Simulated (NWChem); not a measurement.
System: C₃H₄BFO; SMILES COB(F)C#C

Here is an NWChem input.

```
start job
memory heap 200 mb stack 900 mb global 1100 mb
geometry units angstroms noautoz
  B      0.216598     0.092177     0.000271
  C     -0.152165     1.582526    -0.000000
  C     -0.433158     2.777208    -0.000210
  H     -0.683322     3.830036    -0.000378
  F      1.514163    -0.273293     0.000296
  O     -0.765693    -0.839230     0.000431
  C     -0.505754    -2.238406     0.000865
  H     -0.969790    -2.689493     0.901536
  H     -0.975041    -2.690811    -0.896398
  H      0.580046    -2.463030    -0.002074
end
basis spherical
  B library def2-svp
  C library def2-svp
  H library def2-svp
  F library def2-svp
  O library def2-svp
end
dft
  xc m06-l
  grid coarse
  iterations 150
  mulliken
end
task dft gradient
```

Excerpt of the output:

```
             Northwest Computational Chemistry Package (NWChem) 7.3.0
             --------------------------------------------------------

 C1  symmetry detected

                             Geometry "geometry" -> ""
                             -------------------------

 Output coordinates in angstroms (scale by  1.889725989 to convert to a.u.)

  No.       Tag          Charge          X              Y              Z
 ---- ---------------- ---------- -------------- -------------- --------------
    1 B                    5.0000     0.21685806     0.09203416    -0.00002038
    2 C                    6.0000    -0.15124771     1.58254565     0.00000106
    3 C                    6.0000    -0.43171386     2.77735147     0.00002613
    4 H                    1.0000    -0.68141358     3.83028969     0.00006517
    5 F                    9.0000     1.51426178    -0.27400798    -0.00001362
    6 O                    8.0000    -0.76584356    -0.83893960    -0.00009685
    7 C                    6.0000    -0.50652159    -2.23823015     0.00005878
    8 H                    1.0000    -0.97079643    -2.68929905     0.90061575
    9 H                    1.0000    -0.97596821    -2.69024228    -0.89731872
   10 H                    1.0000     0.57917939    -2.46333232    -0.00287867

 Effective nuclear repulsion energy (a.u.)     195.4637570484

                                 NWChem DFT Module
                                 -----------------

 Summary of "ao basis" -> "ao basis" (spherical)
 ------------------------------------------------------------------------------
       Tag                 Description            Shells   Functions and Types
 ---------------- ------------------------------  ------  ---------------------
 B                          def2-svp                 6       14   3s2p1d
 C                          def2-svp                 6       14   3s2p1d
 H                          def2-svp                 3        5   2s1p
 F                          def2-svp                 6       14   3s2p1d
 O                          def2-svp                 6       14   3s2p1d

            General Information
            -------------------
          SCF calculation type: DFT
          Wavefunction type:  closed shell.
          No. of atoms     :    10
          No. of electrons :    44
           Alpha electrons :    22
            Beta electrons :    22
          Charge           :     0
          Spin multiplicity:     1
          Use of symmetry is: off; symmetry adaption is: off
          Maximum number of iterations: 150
          AO basis - number of functions:   104
                     number of shells:    48
          Convergence on energy requested:  1.00D-06
          Convergence on density requested:  1.00D-05
          Convergence on gradient requested:  5.00D-04

              XC Information
              --------------
                        M06-L Method XC Functional
                         M06-L Exchange Functional  1.000
                       M06-L Correlation Potential  1.000

             Grid Information
             ----------------
          Grid used for XC integration:  coarse
          Radial quadrature: Mura-Knowles
          Angular quadrature: Lebedev.
          Tag              B.-S. Rad. Rad. Pts. Rad. Cut. Ang. Pts.
          ---              ---------- --------- --------- ---------
          B                   0.85       35          10.0       302
          C                   0.70       35          13.0       302
          H                   0.35       35          14.0       302
          F                   0.50       35          11.0       302
          O                   0.60       35          11.0       302
          Grid pruning is: on
          Number of quadrature shells:   350
          Spatial weights used:  Erf1

      Superposition of Atomic Density Guess
      -------------------------------------

 Sum of atomic energies:        -313.35920753

      Non-variational initial energy
      ------------------------------

 Total energy =    -315.930012
 1-e energy   =    -815.210652
 2-e energy   =     303.816883
 HOMO         =      -0.360479
 LUMO         =      -0.016364

     ---------------------------------------------
      Total Density - Mulliken Population Analysis
     ---------------------------------------------

    Atom       Charge   Shell Charges
 -----------   ------   -------------------------------------------------------
    1 B    5     4.32   1.99  0.79  0.12  1.08  0.17  0.18
    2 C    6     6.16   1.99  1.00  0.40  1.98  0.76  0.03
    3 C    6     6.07   1.99  0.98  0.54  1.82  0.71  0.03
    4 H    1     0.87   0.62  0.22  0.03
    5 F    9     9.39   1.99  1.15  0.73  3.50  2.01  0.00
    6 O    8     8.56   1.99  1.10  0.61  3.03  1.82  0.01
    7 C    6     5.87   1.99  0.92  0.22  1.82  0.87  0.04
    8 H    1     0.92   0.69  0.21  0.02
    9 H    1     0.92   0.69  0.21  0.02
   10 H    1     0.92   0.68  0.22  0.02

[...]

                         DFT ENERGY GRADIENTS

    atom               coordinates                        gradient
                 x          y          z           x          y          z
   1 B       0.409802   0.173919  -0.000039   -0.000668   0.003156   0.000004
   2 C      -0.285817   2.990578   0.000002    0.002525  -0.011668   0.000000
   3 C      -0.815821   5.248433   0.000049   -0.002672   0.011177  -0.000001
   4 H      -1.287685   7.238198   0.000123   -0.001617   0.006808   0.000001
   5 F       2.861540  -0.517800  -0.000026    0.010199  -0.002336   0.000002
   6 O      -1.447234  -1.585366  -0.000183   -0.008561   0.001562  -0.000001
   7 C      -0.957187  -4.229642   0.000111    0.000387  -0.000578   0.000005
   8 H      -1.834539  -5.082038   1.701917   -0.003686  -0.003313   0.006908
   9 H      -1.844312  -5.083821  -1.695687   -0.003726  -0.003321  -0.006893
  10 H       1.094490  -4.655023  -0.005440    0.007817  -0.001487  -0.000024
```

Level: M06-L/def2-SVP. Structure relaxed at the PBE-D3(BJ)/def2-SVP level.
